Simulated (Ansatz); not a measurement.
Cost and result for the atomization energy of C2H6BNOS (`C=C(N)SBO`) (12 atoms, 11 bonds).

```xyz
12

C     0.4892    1.3003    1.4617
C     0.2279    0.6977    0.3043
N    -1.0369    0.6657   -0.3033
S     1.4898   -0.1965   -0.5596
B     0.6766   -1.7770   -0.9803
O    -0.6185   -2.0545   -0.7696
H    -0.2628    1.9042    1.9579
H     1.4529    1.1928    1.9373
H    -1.7118    1.2563    0.1648
H    -1.0031    0.8718   -1.2937
H     1.3970   -2.5881   -1.4818
H    -1.1003   -1.2727   -0.4376
```

Total charge 0; spin multiplicity 1. Geometry: relaxed with PBE0-D4/def2-TZVP. It is one conformer, not always the lowest. Program: Ansatz. All runs use 4 threads of an Arm Neoverse V1 on a shared host. Times are those of one run each, without the atoms' runs, and a repeat can differ threefold. Electronic energies, without spin–orbit coupling; frozen cores. CCSD(T)/CBS adds CCSD(T) − MP2 in def2-TZVPP to the MP2 limit, and its time is that of the two runs behind it. T1 = 0.013. B3LYP takes the VWN-RPA correlation (the form of Gaussian; ORCA's B3LYP/G).

CCSD(T)/CBS is a level of theory with its own doubt, some kJ/mol a heavy atom from the limit and from the frozen cores, so smaller differences don't rank the functionals.

```json
{"level": "PBE-D4/def2-TZVPP (with forces)", "functions": "281", "wall time": "3.1 s"}
{"level": "PBE0-D4/def2-TZVPP", "functions": "281", "wall time": "3.9 s"}
{"level": "r2SCAN-D4/def2-TZVPP (with forces)", "functions": "281", "wall time": "6 s"}
{"level": "B3LYP-D4/def2-TZVPP (with forces)", "functions": "281", "wall time": "6 s"}
{"level": "B2PLYP/def2-TZVPP", "functions": "281", "wall time": "7.5 s"}
{"level": "ωB97X-V/def2-TZVPP", "functions": "281", "wall time": "9.5 s"}
{"level": "ωB97M-V/def2-TZVPP (with forces)", "functions": "281", "wall time": "14 s"}
{"level": "MP2/def2-QZVPP", "functions": "535", "wall time": "33 s"}
{"level": "CCSD(T)/def2-TZVPP", "functions": "281", "wall time": "5.2 min"}
{"level": "CCSD(T)/CBS(def2)", "functions": "–", "wall time": "5.7 min"}
```

(1) What atomization energy does each give, and how far from CCSD(T)/CBS? (An estimate is asked.)

Answers

(1) The calculation gave: 
| level | atomization (kJ/mol) | difference from CCSD(T)/CBS | per bond |
| --- | --- | --- | --- |
| PBE-D4/def2-TZVPP (with forces) | 4936.5 | 171.4 | 15.6 |
| PBE0-D4/def2-TZVPP | 4815.9 | 50.8 | 4.6 |
| r2SCAN-D4/def2-TZVPP (with forces) | 4804.1 | 39.0 | 3.5 |
| B3LYP-D4/def2-TZVPP (with forces) | 4789.8 | 24.7 | 2.3 |
| B2PLYP/def2-TZVPP | 4731.6 | -33.5 | -3.0 |
| ωB97X-V/def2-TZVPP | 4786.7 | 21.6 | 2.0 |
| ωB97M-V/def2-TZVPP (with forces) | 4805.1 | 40.0 | 3.6 |
| MP2/def2-QZVPP | 4824.6 | 59.5 | 5.4 |
| CCSD(T)/def2-TZVPP | 4629.9 | -135.2 | -12.3 |
| CCSD(T)/CBS(def2) | 4765.1 | 0.0 | 0.0 |

In def2-TZVPP, CCSD(T) changes the Hartree–Fock value by +1260.6 kJ/mol (the triples alone add +90.9 kJ/mol) and MP2 by +1375.8 kJ/mol; breaking electron pairs costs correlation energy, which Hartree–Fock lacks. The D4 term adds +45.9 kJ/mol with B3LYP and +24.0 kJ/mol with PBE0; it sums over pairs of atoms, weighted by their polarisabilities, and B3LYP, whose exchange is more repulsive, gets the larger term. From PBE to PBE0 (25 % exact exchange), in def2-TZVPP and without D4, the atomization energy moves by −116.2 kJ/mol: exact exchange takes away binding that semilocal exchange gives to molecules.
